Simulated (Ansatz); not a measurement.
`[CH3][Ta](=[S])([Cl])[Cl]` + H–F → `[CH3][Ta]([F])(=[S])[Cl]` + HCl at 298.15 K and 1 bar (ligand exchange at a Ta–Cl bond).

Gas-phase electronic energies from Ansatz, PBE0-D4/def2-TZVP geometries. CBS: MP2 limit from def2 TZ/QZ plus the TZ coupled-cluster correction, frozen cores. This one scheme is used for every species. def2 core potentials past Kr. For Ta outer-core shells are correlated without core-valence functions, which leaves a few kJ/mol of doubt a bond.

```tsv
species	CCSD(T)/CBS energy (Eh)	H − E (kJ/mol)	S (J/(mol·K))
`[CH3][Ta](=[S])([Cl])[Cl]`	-1414.26851	126.5	392.6
H–F	-100.39570	33.5	173.6
`[CH3][Ta]([F])(=[S])[Cl]`	-1054.28407	128.0	381.0
HCl	-460.38127	26.6	186.8
```

H − E and S are ideal-gas, rigid-rotor, harmonic terms from PBE0-D4/def2-TZVP, for one conformer and one mirror image of each species. 1 Eh = 2625.50 kJ/mol, R = 8.31446 J/(mol·K).

**Question.** By hand: ΔE, ΔH, ΔS and ΔG.

**Answer.** ΔE = (-1054.28407) + (-460.38127) − (-1414.26851) − (-100.39570) = -0.00113 Eh = -3.0 kJ/mol. Δ(H − E) = 128.0 + 26.6 − 126.5 − 33.5 = -5.4, so ΔH = -8.4 kJ/mol. ΔS = 381.0 + 186.8 − 392.6 − 173.6 = 1.6 J/(mol·K). ΔG = -8.4 − 298.15 × (1.6)/1000 = -8.9 kJ/mol.

**Question.** By hand: the equilibrium constant, and the temperature at which ΔG would vanish if ΔH and ΔS stayed fixed.

**Answer.** log₁₀ K = −ΔG/(RT ln 10) = 1.6. ΔH and −TΔS have one sign here, so there is no such temperature.

The number of gas molecules stays the same, so ΔS is small and ΔH decides. A doubt of 5 kJ/mol in ΔE shifts log₁₀ K by 0.9 here. Other conformers and mirror images would add mixing entropy, several J/(mol·K) or more a flexible species. These are equilibria of isolated gas molecules and say nothing of rates. Largest T1 diagnostic: 0.020 (customary marks: 0.02 for closed shells, 0.045 for open ones).

ΔS is within the doubt of such terms, so its sign, and with it that verdict, could turn.
